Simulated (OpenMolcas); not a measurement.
**Ne⁶⁺: effect of the active space**

| Quantity | Value |
| --- | --- |
| Program | OpenMolcas 26.06 |
| Method | SS-CASPT2 or its RAS form, IPEA 0.25 Eh, imaginary shift 0.1 Eh |
| Basis | ANO-R2 |
| Scalar Hamiltonian | X2C, finite nucleus |
| Spin-orbit coupling | RASSI with atomic mean-field integrals over the reference wave functions, term energies averaged over their components |

A. 2 electrons in 4 orbitals (2s 2p); 2S+1 = 3 even, 3 roots; 2S+1 = 1 even, 7 roots (6 in the spin-orbit step); 2S+1 = 3 odd, 3 roots; 2S+1 = 1 odd, 3 roots; closed shells correlated: 1s; CASPT2 step of the order of 3 core-seconds
B. 2 electrons in 8 orbitals (2s 2p 3s 3p); 2S+1 = 3 even, 3 roots; 2S+1 = 1 even, 7 roots (6 in the spin-orbit step); 2S+1 = 3 odd, 3 roots; 2S+1 = 1 odd, 3 roots; closed shells correlated: 1s; CASPT2 step of the order of 4 core-seconds
C. 2 electrons in 9 orbitals (RAS2 2s 2p; RAS3 3d, at most 2 electrons); 2S+1 = 3 even, 3 roots; 2S+1 = 1 even, 7 roots (6 in the spin-orbit step); 2S+1 = 3 odd, 3 roots; 2S+1 = 1 odd, 3 roots; closed shells correlated: 1s; CASPT2 step about 8 core-seconds

Energies in cm-1 above 2s2 1S0, the measured ground level; measured values from NIST levels in Podobedova, Fuhr, Reader and Wiese, J. Phys. Chem. Ref. Data 33, 525 (2004).

```
      Level       A       B       C  Measured
    2s2 1S0     0.0     0.0     0.0       0.0
2s 2p 3P* 0  111586  111533  111534          
2s 2p 3P* 1  112058  112005  112005          
2s 2p 3P* 2  113015  112963  112960          
2s 2p 1P* 1  217723  217626  216993    214952
    2p2 3P0  290078  290005  290043          
    2p2 3P1  290550  290477  290515          
    2p2 3P2  291479  291407  291443          
    2p2 1D2  319723  319628  319347
```

Among A to C the level of the table that moves most is 2s 2p 1P* 1, by 730 cm-1 (lowest in C, highest in A).

Active for correlation alone: 3p 3s; no level in the range computed is led by a configuration that fills them, so any true level of that kind is missing (holds for B). Active for correlation alone: 3d; no level in the range computed is led by a configuration that fills it, so any true level of that kind is missing (holds for C). Only configurations of the active space appear.

* marks odd parity.
